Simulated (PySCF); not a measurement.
HBeBr, SMILES [BeH][Br] at its B3LYP/def2-SVP optimised geometry (Å):

```
3

Be    -0.3235    -0.0003     0.0000
H     -1.6455     0.0003    -0.0002
Br     1.6455    -0.0003     0.0000
```

Method: B3LYP/def2-TZVP in PySCF. Cells within 0.4 Å of a nucleus heavier than hydrogen are left out (blank, or x).

Map of the log10 of the electron density (e/bohr³), floored at −4 on the plane z = 0.0 Å:

```
|0000000000000000000000000000000|
|0000000000000000000000000000000|
|0000000000000000000000000000000|
|0000000000000000000000000000000|
|0000000000000000000000000000000|
|0000000000000000000000000000000|
|0000000000000000111111111000000|
|0000000000111111122222222110000|
|0000000111222222233333333221000|
|0000011222333333334444443322100|
|0000112333333333445555554432110|
|0000123344444444555666665543210|
|0001233455555545566677776543210|
|0001234566666555667788877654321|
|0012334667766xx766789xx87654321|
|0012345678777xxx6778xxx97654321|
|0012334667766xx766789xx87654321|
|0001234566666555667788877654321|
|0001233455555545566677776543210|
|0000123344444444555666665543210|
|0000112333333334445555554432110|
|0000011222333333334444443322100|
|0000000111222222233333333221000|
|0000000000111111122222222110000|
|0000000000000000111111111000000|
|0000000000000000000000000000000|
|0000000000000000000000000000000|
|0000000000000000000000000000000|
|0000000000000000000000000000000|
|0000000000000000000000000000000|
|0000000000000000000000000000000|
```
Scale: ten equal steps from -4.00 (start of '0') to 0.312 (end of '9'), in the order '0123456789'; x runs from -4.00 to 4.00, y from -4.00 (bottom) to 4.00 (top).
